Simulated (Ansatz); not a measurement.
Reaction (silylene formation by 1,1-elimination): `C[SiH](N)[AlH2]` → `[NH2][AlH2]` + `C[SiH]`

Program: Ansatz. Geometries: PBE0-D4/def2-TZVP. ΔE: electronic, gas phase. CBS: MP2 limit from def2 TZ/QZ plus the TZ coupled-cluster correction, frozen cores. This one scheme is used for every species. Functionals use def2-TZVPP. B3LYP here is the variant with VWN-RPA as its local correlation; programs differ in this. Each species was taken in one conformer, which may not be the lowest.

```tsv
level	ΔE (kJ/mol)	difference from CCSD(T)/CBS
PBE-D4	178.6	10.7
r2SCAN-D4	184.3	16.4
PBE0-D4	188.1	20.2
ωB97X-V	179.8	11.9
ωB97M-V	158.7	-9.2
PBE	169.7	1.8
PBE0	180.2	12.3
B3LYP	148.7	-19.2
MP2/def2-TZVPP	173.1	5.2
SCS-MP2/def2-TZVPP	163.1	-4.8
CCSD/def2-TZVPP	158.7	-9.2
CCSD(T)/def2-TZVPP	162.0	-5.9
MP2/def2-QZVPP	176.3	8.4
SCS-MP2/def2-QZVPP	166.5	-1.4
MP2/CBS(def2)	179.0	11.1
CCSD/CBS(def2)	164.6	-3.3
CCSD(T)/CBS	167.9	0
```

Largest T1 diagnostic among the species: 0.012.

The D4 term adds +14.0 kJ/mol with B3LYP and +8.0 kJ/mol with PBE0; it sums over pairs of atoms, weighted by their polarisabilities, and B3LYP, whose exchange is more repulsive, gets the larger term. From PBE to PBE0 (25 % exact exchange), in def2-TZVPP and without D4, ΔE moves by +10.4 kJ/mol. In def2-TZVPP, CCSD(T) changes the Hartree–Fock value by +11.5 kJ/mol (the triples alone add +3.3 kJ/mol) and MP2 by +22.7 kJ/mol.
